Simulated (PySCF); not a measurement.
**Simulated absorption spectrum**

C₅H₇ClN₂Si.
Geometry (GFN2-xTB, Å), atoms numbered from 1 in this order:
```xyz
16
C5H7ClN2Si angstrom
Cl    -4.256    0.253    0.038
C     -2.525    0.484    0.413
Si    -1.484   -0.448   -0.880
C      0.336   -0.162   -0.423
C      1.403   -0.689   -1.146
C      2.681   -0.399   -0.696
N      2.894    0.349    0.376
C      1.820    0.806    0.995
N      0.565    0.591    0.653
H     -2.342    1.556    0.412
H     -2.371    0.114    1.424
H     -1.774   -1.883   -0.837
H     -1.738    0.084   -2.222
H      1.230   -1.298   -2.019
H      3.566   -0.767   -1.200
H      1.988    1.420    1.871
```

Computed with TDDFT wB97X-D/def2-SVPD, vertical, gas phase, core orbitals frozen in the response in PySCF 2.14.0, density-fitted response routines.

Computed states:

```
state  E (eV)       f
   S1    4.20  0.0054
   S2    4.67  0.0001
   S3    5.74  0.0004
   S4    5.79   0.092
   S5    6.14  0.0041
   S6    6.63   0.034
   S7    6.71  0.0003
   S8    6.96   0.017
```

Broadening: Gaussians 0.4 eV wide at half height, area fixed by f = 4.319×10⁻⁹ ∫ε dν̃. The cross-section is σ = 3.8235×10⁻²¹ ε cm², given in Mb (10⁻¹⁸ cm²). The width is an assumption, not a result. The curve ends short of the highest state used, and states not computed would add to its high-energy end.

Q: Give the broadened spectrum and its maxima.

A: 
λ (nm), σ (Mb) and a bar:
```
    194.9       2.96 ####
    197.6       2.10 ###
    200.3       2.75 ###
    203.0       5.16 ######
    205.8       9.89 ############
    208.5      16.00 ####################
    211.2      21.54 ###########################
    213.9      24.03 ##############################
    216.6      22.37 ############################
    219.4      17.35 ######################
    222.1      11.55 ##############
    224.8       6.63 ########
    227.5       3.32 ####
    230.2       1.46 ##
    233.0       0.55 #
    235.7       0.19 
    238.4       0.06 
    241.1       0.02 
    243.8       0.01 
    246.6       0.00 
    249.3       0.00 
    252.0       0.01 
    254.7       0.01 
    257.4       0.01 
    260.1       0.02 
    262.9       0.03 
    265.6       0.05 
    268.3       0.08 
    271.0       0.14 
    273.7       0.22 
    276.5       0.36 
    279.2       0.52 #
    281.9       0.71 #
    284.6       0.92 #
    287.3       1.11 #
    290.1       1.28 ##
    292.8       1.37 ##
    295.5       1.40 ##
    298.2       1.36 ##
    300.9       1.26 ##
    303.7       1.11 #
    306.4       0.93 #
    309.1       0.76 #
    311.8       0.59 #
    314.5       0.45 #
    317.2       0.32 
    320.0       0.22 
    322.7       0.15 
    325.4       0.10 
    328.1       0.07 
    330.8       0.04 
    333.6       0.02 
    336.3       0.01 
    339.0       0.01 
    341.7       0.00 
    344.4       0.00
```

Maxima: 295 nm (4.20 eV), ε about 370, made up of S1 (100%); 214 nm (5.79 eV), ε about 6300, made up of S4 (99%) (ε in L mol⁻¹ cm⁻¹; maxima over ε = 5, shares over 10%). At its high-energy end, 6.36 eV, the curve is still rising (ε about 770, from S5 and S6).

Q: Coming from long wavelengths, where does ε first pass 100 L mol⁻¹ cm⁻¹?

A: At about 316 nm (3.93 eV), 0.27 eV below S1.

Q: On this curve, what absorbance would a 10⁻⁴ mol/L sample give at 254 nm over a 1 cm path?

A: 254 nm is 4.881 eV, where ε is about 2.2 L mol⁻¹ cm⁻¹, so A = ε c l ≈ 0.00022 (Beer–Lambert, with the gas-phase spectrum and the assumed width).

Q: What would ε be at 5.79 eV, the highest of these maxima, with half the width (0.2 eV)?

A: About 12500 L mol⁻¹ cm⁻¹ against 6290, a factor of about 1.99; a lone state at its own centre would give exactly 2.

Hardware: Arm Neoverse N1, one thread, on a shared host. Cost: 2.4 min (with the writing of density and orbital grids), 1.1 GiB resident at most.

One conformer stands for the species.
